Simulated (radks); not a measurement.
Charge is removed step by step from the 3d5/2 level of the rubidium ion Rb+, starting from [Ar] 3d(3/2: 4, 5/2: 6) 4s2 4p6. Calculated with a radial shooting solver on a logarithmic mesh with Libxc functionals: Dirac Kohn-Sham, BLYP, spin-unpolarised, spherical densities, finite nucleus; Fermi nuclear charge, rms radius 4.2036 fm.

removed (e)  E - E(0) (eV)  eigenvalue (eV)  E minus straight line (eV)
0                    0.000          -108.95                       0.000
0.25                28.105          -115.92                      -2.693
0.5                 57.977          -123.08                      -3.619
0.75                89.658          -130.40                      -2.736
1                   123.19          -137.89                       0.000

Removing the whole electron costs 123.19 eV by Delta-SCF, against 108.95 eV from minus the eigenvalue at the starting occupation. Slater's transition state (half an electron removed) gives 123.08 eV. Integrating minus the eigenvalue over the occupation (Janak's theorem) gives 123.19 eV. The mean slope of the eigenvalue, de/dn, is 28.9 eV per electron.
